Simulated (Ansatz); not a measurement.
Coupled-cluster diagnostics for Mg2Se2⁺, Ansatz.

Geometry of the doublet (r2SCAN-D4/def2-SVP):

| atom | x (Å) | y (Å) | z (Å) |
| --- | --- | --- | --- |
| Mg1 | -0.523 | 0.330 | 0.763 |
| Mg2 | 1.565 | -0.974 | -2.241 |
| Se3 | 1.734 | -0.310 | 0.020 |
| Se4 | -2.776 | 0.955 | 1.459 |

Correlated methods freeze 20 core orbitals; core or outer-core shells of Mg, Se are correlated, in sets that lack core-valence functions. Another isomer (doublet) lies 1.28 eV lower at PBE0-D4/def2-TZVP; other spin states weren't run for this one.

**Question.** Estimate the CCSD(T) correlation energy, the shares of MP2 and (T), T1 and the reference's ⟨S²⟩ for: charge 1, doublet, own geometry in def2-SVP; and the rough time on 4 threads of Arm Neoverse V1 on a shared host.

**Answer.** 
```csv
state,basis,correlation (eV),MP2 share (%),(T) share (%),T1,⟨S²⟩ (pure),wall time
"charge 1, doublet, own geometry",def2-SVP,-13.980,95.5,2.9,0.011,0.76 (0.75),29 s
```
Customary marks for T1 are 0.02 (closed shells), 0.045 (open shells) and about 0.05 (3d metals). T1 stays under 0.02 throughout.
